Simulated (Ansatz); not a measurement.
`CN1[SiH2]C1O` → `C[SiH2]C(N)=O`  (isomerisation)

Calculated with Ansatz (gas phase, PBE0-D4/def2-TZVP geometries, no zero-point term in ΔE). CBS: MP2 limit from def2 TZ/QZ plus the TZ coupled-cluster correction, frozen cores. Each species was taken in one conformer, which may not be the lowest.

`CN1[SiH2]C1O`:

Cartesian coordinates in Å:
```
C 1.541 0.043 -0.572
N 0.325 -0.050 0.190
Si -0.824 0.868 1.060
C -0.976 -0.317 -0.369
O -1.413 -1.640 -0.396
H 2.355 0.382 0.072
H 1.454 0.745 -1.412
H 1.816 -0.936 -0.975
H -0.934 2.335 0.840
H -1.023 0.512 2.486
H -1.172 0.107 -1.359
H -1.149 -2.049 0.435
```

`C[SiH2]C(N)=O`:

Z-matrix (Å, degrees):
```
C
Si 1 1.861
H 1 1.092 2 108.9
H 1 1.092 2 111.4 3 -120.0
H 1 1.092 2 110.9 3 119.0
C 2 1.924 1 107.8 3 -50.7
H 2 1.493 1 112.2 3 -172.3
H 2 1.486 1 111.8 3 66.1
O 6 1.219 2 118.4 1 44.0
N 6 1.354 2 119.1 1 -136.8
H 10 1.004 6 121.5 2 2.0
H 10 1.009 6 119.2 2 -178.7
```

| species | CCSD(T)/def2-TZVPP energy (Eh) |
| --- | --- |
| `CN1[SiH2]C1O` | -499.08144 |
| `C[SiH2]C(N)=O` | -499.15245 |

(1) Work out ΔE.

Largest T1 diagnostic among the species: 0.015.

Answers

(1) ΔE = (-499.15245) − (-499.08144) = -0.07101 Eh = -1.93 eV. CCSD(T)/CBS gives -1.92 eV.

From PBE to PBE0 (25 % exact exchange), in def2-TZVPP and without D4, ΔE moves by +0.04 eV. In def2-TZVPP, CCSD(T) changes the Hartree–Fock value by +0.27 eV (the triples alone add +0.00 eV) and MP2 by +0.30 eV.
